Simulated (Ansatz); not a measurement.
Basis-set extrapolation for CH₆AlNSi (`[AlH2]/[N]=C\[SiH3]`) (PBE0-D4/def2-TZVP geometry, frozen core, Ansatz). Multiplicity 1, RHF reference.

```
                      def2-TZVPP   def2-QZVPP
                 HF  -626.700564  -626.721236
    MP2 correlation    -0.563968    -0.603136
CCSD(T) correlation    -0.636210    -0.670319
```

Energies in hartree. Use E(X) = E(∞) + A·exp(−7.88·√X) for Hartree–Fock and E(X) = E(∞) + B·X^(−2.97) for correlation, with X = 3 and 4.

Task: What is the CCSD(T) energy at the basis-set limit?

Result: HF limit: -626.721236 + (-0.020672) × 0.13774 = -626.72408. Correlation limit: -0.670319 + (-0.034109) × 0.74074 = -0.69558. Total: -627.41966 hartree, 2.26 eV below CCSD(T)/def2-TZVPP.
